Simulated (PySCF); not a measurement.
# How methods differ on the ionisation energy of Au(39+)

Au(39+) [Kr] 4d4 [4d3/2^4, M_J = 0] → Au(40+) [Kr] 4d3 [4d3/2^3, M_J = 3/2], as a difference of total energies. All numbers are calculated (PySCF 2.14, the two-component X2C-1e Hamiltonian, in an even-tempered Gaussian basis (16 s from 4.6 bohr⁻², ratio 2.8; 14 p from 5.9 bohr⁻², ratio 2.8; 9 d from 5.9 bohr⁻², ratio 2.8; 3 f from 23 bohr⁻², ratio 3)). Correlated levels: [Ar] 3d10 frozen; the 90 highest virtual spinors dropped. "Screened" scales the spin-orbit matrix elements by Boettger's factors to mimic the two-electron term; Breit and QED terms are absent.

```csv
method,ionisation energy (eV)
GHF (spin-free),1834.4
GMP2 (spin-free),1834.4
GHF (screened spin-orbit),1845.9
GMP2 (screened spin-orbit),1846.4
```

Breit and QED terms and the two-electron picture change are absent.

The spin-free rows relax to the high-spin LS determinant and lack the spin-orbit shift.

The labels give the starting determinants; with spin-orbit coupling the two ends relaxed to ⟨J²⟩ = 0.00, ⟨L²⟩ = 2.51, ⟨S²⟩ = 2.51 and ⟨J²⟩ = 3.77, ⟨L²⟩ = 7.78, ⟨S²⟩ = 2.15.

For comparison: 1845 ± 4 eV (theoretical estimate listed by NIST; NIST Atomic Spectra Database, ionization energies).
